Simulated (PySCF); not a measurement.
**How methods differ on the fine-structure interval of Er³³⁺**

Er³³⁺ [Ar] 3d10 4s2 4p5 [4p1/2^2 4p3/2^3, M_J = 3/2] → Er³³⁺ [Ar] 3d10 4s2 4p5 [4p1/2^1 4p3/2^4, M_J = 1/2], as a difference of total energies. All numbers are calculated (PySCF 2.14, the two-component X2C-1e Hamiltonian, in an uncontracted even-tempered set (17 s from 3.3 bohr⁻², ratio 2.8; 14 p from 4.3 bohr⁻², ratio 2.8; 8 d from 7.6 bohr⁻², ratio 2.8; 4 f from 22 bohr⁻², ratio 3)). Correlated levels: [Ne] frozen; the 80 highest virtual spinors dropped. "Screened" scales the spin-orbit matrix elements by Boettger's factors to mimic the two-electron term; Breit and QED terms are absent.

```
                    method  fine-structure interval (cm⁻¹)
 GHF (screened spin-orbit)                          486180
GMP2 (screened spin-orbit)                          486370
     GHF (bare spin-orbit)                          502260
```
